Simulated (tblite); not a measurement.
C6H11O (doublet state).
Cartesian coordinates in Å at the GFN2-xTB level; atoms count from 1:
```
atom  x, y, z in Å
C1     0.3391   -0.3111    1.4788
C2     0.0280    0.1884    0.2875
C3     0.9987    0.5196   -0.8001
C4     2.4458    0.1403   -0.5265
C5    -1.4353    0.4761   -0.0942
C6    -2.3318   -0.7788    0.0484
O7    -1.6025    1.1435   -1.2093
H8     1.3439   -0.6016    1.7309
H9    -0.4013   -0.4721    2.2440
H10    0.6396    0.0367   -1.7148
H11    0.9212    1.5949   -0.9879
H12    2.8332    0.6771    0.3365
H13    2.5384   -0.9286   -0.3472
H14    3.0575    0.3964   -1.3881
H15   -1.7496    1.1605    0.7379
H16   -1.9730   -1.5373   -0.6432
H17   -3.3523   -0.5218   -0.2222
H18   -2.3085   -1.1758    1.0579
```

Calculated harmonic vibrations of the isolated species, GFN2-xTB (tblite), most abundant isotopes, no scaling. Errors from tens to a few hundred cm⁻¹ against measured bands are possible. One conformer, not necessarily the lowest. Open shells enter through the occupations alone, without spin polarisation, and single modes of such species can be off by tens of per cent.

Harmonic wavenumbers (cm⁻¹): 39.8, 72.4, 166.6, 195.6, 256.5, 265.6, 319.2, 388.5, 449.9, 500.2, 549.1, 617.3, 726.5, 774.3, 814.2, 886.2, 897.0, 955.7, 1017.8, 1029.4, 1051.6, 1078.5, 1097.6, 1100.5, 1175.2, 1223.9, 1271.8, 1336.9, 1367.8, 1401.8, 1412.4, 1449.4, 1465.4, 1479.8, 1503.1, 1509.0, 1650.3, 2548.0, 2939.6, 2969.7, 3033.4, 3035.6, 3038.6, 3043.9, 3050.2, 3054.9, 3108.1, 3131.1.

A = 4277, B = 1789, C = 1408 MHz; mass 99.081 u (most abundant isotopes); point group C1, symmetry number 1; spin multiplicity 2.

Task: What is the zero-point energy?

Result: ½Σν̃ = 33225 cm⁻¹ = 397.46 kJ/mol.

Task: What is S at 400 K and 1 bar for an ideal gas of classical rigid rotors and harmonic oscillators?

Result: Translation 172.28, rotation 119.95, vibration 137.23, spin (R ln 2) 5.76: S = 435.2 J/(mol K).

Task: And Cp and H(400 K) − H(0)?

Result: Cp = 180.58 J/(mol K), of which vibrations give 147.32 (their classical limit is 48 R = 399.1); H(400 K) − H(0) = 42.16 kJ/mol without the zero-point energy, 28.86 from vibrations.

Task: What must be added to the electronic energy to get the Gibbs energy at 400 K and 1 bar?

Result: ZPE + [H(400 K) − H(0)] − T·S = 397.46 + 42.16 − 174.09 = 265.53 kJ/mol.

Task: Which modes carry the vibrational entropy at 400 K?

Result: 39.8 cm⁻¹: 24.48; 72.4 cm⁻¹: 19.52; 166.6 cm⁻¹: 12.70; 195.6 cm⁻¹: 11.41; 256.5 cm⁻¹: 9.27; 265.6 cm⁻¹: 9.00 J/(mol K); the other 42 give 50.84 together.

Task: How do the functions run with temperature in this model?

Result: 
```json
{"T (K)": "100", "S (J/(mol K))": "280.8", "Cp (J/(mol K))": "68.4", "H − H(0) (kJ/mol)": "4.99", "G − H(0) (kJ/mol)": "-23.10", "ln q(vib)": "1.49"}
{"T (K)": "200", "S (J/(mol K))": "339.4", "Cp (J/(mol K))": "104.5", "H − H(0) (kJ/mol)": "13.64", "G − H(0) (kJ/mol)": "-54.24", "ln q(vib)": "3.55"}
{"T (K)": "300", "S (J/(mol K))": "388.9", "Cp (J/(mol K))": "142.6", "H − H(0) (kJ/mol)": "25.98", "G − H(0) (kJ/mol)": "-90.70", "ln q(vib)": "5.67"}
{"T (K)": "500", "S (J/(mol K))": "479.2", "Cp (J/(mol K))": "214.0", "H − H(0) (kJ/mol)": "61.94", "G − H(0) (kJ/mol)": "-177.67", "ln q(vib)": "10.00"}
{"T (K)": "800", "S (J/(mol K))": "596.8", "Cp (J/(mol K))": "285.7", "H − H(0) (kJ/mol)": "137.81", "G − H(0) (kJ/mol)": "-339.60", "ln q(vib)": "16.44"}
{"T (K)": "1000", "S (J/(mol K))": "664.1", "Cp (J/(mol K))": "317.5", "H − H(0) (kJ/mol)": "198.28", "G − H(0) (kJ/mol)": "-465.82", "ln q(vib)": "20.52"}
```

q(vib) and H(0) count from the zero-point level.

Hindered rotation and anharmonicity are outside this model. Other conformers, if any are populated, would add a mixing term that is left out. The structure is chiral; the term R ln 2 for an equal mix with its mirror image is left out.
